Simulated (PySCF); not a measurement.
Structure problem from calculated spectra and properties.

Elements present: C, H, O and Si. Monoisotopic mass: 136.0012 u.

- UV, first state: lowest singlet excitation: 5.91 eV (210 nm, f = 0.000) [TDDFT CAM-B3LYP/def2-SVPD]
- Rotational structure: rotational constants A, B, C: 4.563, 0.738, 0.648 GHz [PBE0-D3(BJ)/def2-SVP]
- Valence photoelectron: vertical ionisation energy: 10.74 eV [ΔSCF CAM-B3LYP/def2-SVPD]
- UV, strongest line: among the 10 lowest singlet transitions: S9 at 8.28 eV (150 nm, f = 0.108) [TDDFT CAM-B3LYP/def2-SVPD]
- 13C NMR: chemical shifts (computed TMS as zero) by class: 182.1 (1 C), 66.5 (1 C) ppm [GIAO CAM-B3LYP/pcSseg-1]
- Dipole: 1.38 D [CAM-B3LYP/def2-SVPD]

The electronic properties come from PySCF, for the isolated species, density fitting. Levels stand in brackets. The structure is a single PBE0-D3(BJ)/def2-SVP conformer in the gas phase; no vibrational or solvent corrections. Each NMR value is the plain mean over a class of atoms that symmetry, rotation or inversion makes alike.

Q: Which formula fits the mass and the elements?

A: C2H8O3Si2 (calculated 136.0012). No other formula that holds each of these elements comes within 0.0003 u with a fitting electron parity and a possible valence count.

Q: Propose a structure and show how it fits.

A: Numbering: `[O:1]=[C:2]([CH2:3][O:4][SiH3:5])[O:6][SiH3:7]`. Its formula, C2H8O3Si2, gives 1 degree of unsaturation: 0 rings and 1 π bond in the structure found. 2 carbons fall into 2 classes; from least to most shielded: carbonyl carbon [C2] (182.1 ppm), sp3 carbon bound to oxygen [C3] (66.5 ppm). By its constants the optimised geometry is an asymmetric top. Structure: `O=C(CO[SiH3])O[SiH3]`. Computed isomers that give other values at the same levels: `COC(=O)[SiH2]O[SiH3]` (lowest singlet excitation: 5.18 eV (239 nm, f = 0.004)); `[SiH3]O[SiH]1OCCO1` (lowest singlet excitation: 7.58 eV (164 nm, f = 0.001)); `CC(=O)O[SiH2]O[SiH3]` (vertical ionisation energy: 10.58 eV). The assignments are read from this structure; whether some other isomer fits the data as well wasn't checked.

Conformer computed: `[O:1]=[C:2]([CH2:3][O:4][SiH3:5])[O:6][SiH3:7]`: O1–C2–C3–O4 172°, C2–C3–O4–Si5 177°, O1–C2–O6–Si7 -1°.
